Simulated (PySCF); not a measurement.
C4H6ClF, SMILES C1CC1[C@H](F)Cl.

Geometry optimised at r2SCAN-D4/def2-SVP. The structure was generated by enumeration; whether it is a known compound was not checked. The values are those of a single conformer.

All values below come from TDA-B3LYP/def2-SVPD (PySCF 2.14.0).

Vertical excitations. Gas-phase values at a fixed geometry.

Computed UV-visible absorptions:
| state | energy (eV) | λ (nm) | f | main pairs |
|---|---|---|---|---|
| S1 | 7.16 | 173 | 0.014 | HOMO→LUMO 71 %, HOMO−1→LUMO 20 % |
| S2 | 7.42 | 167 | 0.040 | HOMO−1→LUMO 52 %, HOMO−2→LUMO 19 %, HOMO→LUMO 18 % |
| S3 | 7.63 | 163 | 0.027 | HOMO−2→LUMO 70 %, HOMO−1→LUMO 22 % |
| S4 | 7.82 | 159 | 0.016 | HOMO→LUMO+1 87 % |
| S5 | 8.06 | 154 | 0.003 | HOMO−1→LUMO+1 83 % |
| S6 | 8.14 | 152 | 0.083 | HOMO−3→LUMO 67 % |
| S7 | 8.24 | 150 | 0.012 | HOMO−2→LUMO+1 84 % |
| S8 | 8.34 | 149 | 0.057 | HOMO→LUMO+2 84 % |
| S9 | 8.47 | 146 | 0.011 | HOMO→LUMO+3 82 % |
| S10 | 8.55 | 145 | 0.007 | HOMO−1→LUMO+2 73 %, HOMO−2→LUMO+2 14 % |
| T1 | 6.45 | 192 | 0 | HOMO→LUMO 63 %, HOMO−1→LUMO 22 % |
| T2 | 6.69 | 185 | 0 | HOMO−1→LUMO 32 %, HOMO−2→LUMO 32 %, HOMO→LUMO 15 %, HOMO−3→LUMO 11 % |
| T3 | 7.21 | 172 | 0 | HOMO−1→LUMO 33 %, HOMO−2→LUMO 26 %, HOMO−3→LUMO 20 %, HOMO→LUMO 11 % |
| T4 | 7.67 | 162 | 0 | HOMO→LUMO+1 58 %, HOMO−3→LUMO 16 %, HOMO−2→LUMO 13 % |
Triplets are in the Tamm–Dancoff approximation.
